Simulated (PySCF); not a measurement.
Radial density of Sr²⁴⁺ (strontium, charge +24)

UHF, [Ne] 3s2 3p2, high-spin 3P determinant. All numbers are calculated (PySCF 2.14, scalar relativity by spin-free X2C-1e, in an uncontracted even-tempered set (18 s from 2.7 bohr⁻², ratio 2.5; 12 p from 3.5 bohr⁻², ratio 2.5; 5 d from 15 bohr⁻², ratio 2.7; 4 f from 23 bohr⁻², ratio 2.7)).

```tsv
r (bohr)	4πr²ρ (e/bohr)	4πr²(ρα − ρβ)
0.0348	45.31	0.5150
0.0586	38.11	1.5293
0.0986	51.45	2.0700
0.166	42.69	0.0942
0.279	14.28	3.3614
0.469	10.53	4.9774
0.789	0.7032	0.3471
1.33	0.001462	0.0005
```

Densities and radii are taken from the X2C orbitals without a picture-change correction, which distorts them close to the nucleus.

Spin-orbit coupling is strong in this species (close to jj coupling), so the high-spin LS determinant is a model state, not a physical level.
